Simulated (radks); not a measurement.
Spherical quantum dot in the effective-mass picture: electrons in a hard-walled sphere of radius 4.31, with a point charge +1 (a donor) at the centre, all in effective atomic units (hartree* = m*/eps^2 hartree, bohr* = eps/m* bohr), one dielectric constant everywhere. Method: non-relativistic Kohn-Sham, PBEsol, spin-polarised, spherical densities; computed with a radial shooting solver with Libxc functionals. Levels are named by radial order and angular momentum (1s, 1p, 1d, 2s, ...), and open shells are averaged over m. Results are scaled to m* = 0.089 and eps = 17.7, for which hartree* = 7.73 meV and bohr* = 10.52 nm.

N = 11, configuration 1s2 1p6 1d(up 3, down 0). This is the lowest configuration that the search found. Occupied and some empty levels:

| level | occupation | eigenvalue (meV) | <r> (nm) |
|---|---|---|---|
| 1s up | 1 | 24.039 | 24.85 |
| 1s down | 1 | 24.286 | 23.78 |
| 1p up | 3 | 25.770 | 29.79 |
| 1p down | 3 | 26.158 | 29.56 |
| 1d up | 3 | 27.941 | 31.48 |
| 1d down | 0 | 28.367 | 31.37 |
| 2s up | 0 | 28.437 | 19.25 |
| 2s down | 0 | 28.530 | 19.97 |
| 1f up | 0 | 30.745 | 32.65 |
| 1f down | 0 | 31.193 | 32.60 |
| 2p up | 0 | 34.279 | 23.02 |
| 2p down | 0 | 34.447 | 22.98 |

Energy (meV): total 144.218, kinetic 54.195, external -34.700, Hartree 151.92, exchange-correlation -27.196.
